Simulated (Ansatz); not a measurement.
Consider the redistribution: `[SiH3]N[SiH](Cl)Cl` + `[OH][GeH2][SiH](O)F` → `O[SiH](F)[SiH](Cl)Cl` + `[OH][GeH2][NH][SiH3]`.

Computed with Ansatz on PBE0-D4/def2-TZVP structures; ΔE is electronic, products minus reactants. CCSD(T)/CBS adds triple-zeta CCSD(T) − MP2 to the extrapolated MP2 energy (def2 sets, frozen cores). DFT in def2-TZVPP. For Ge outer-core shells are correlated without core-valence functions, which leaves a few kJ/mol of doubt a bond. Scalar relativity is left out up to krypton. Each species was taken in one conformer, which may not be the lowest.

Question: Is it downhill or uphill in electronic energy at CCSD(T)/CBS, and by how much? (Best estimate.)

Answer: Computed: Uphill: ΔE = +13.9 kcal/mol.

Question: What do these levels give: PBE-D4, ωB97X-V, PBE, PBE0, CCSD/def2-TZVPP, MP2/def2-QZVPP? (Best estimate.)

Answer: Ansatz gave: PBE-D4 13.0, ωB97X-V 13.7, PBE 13.1, PBE0 13.7, CCSD/def2-TZVPP 13.7, MP2/def2-QZVPP 14.1 kcal/mol.

Largest T1 diagnostic among the species: 0.012.
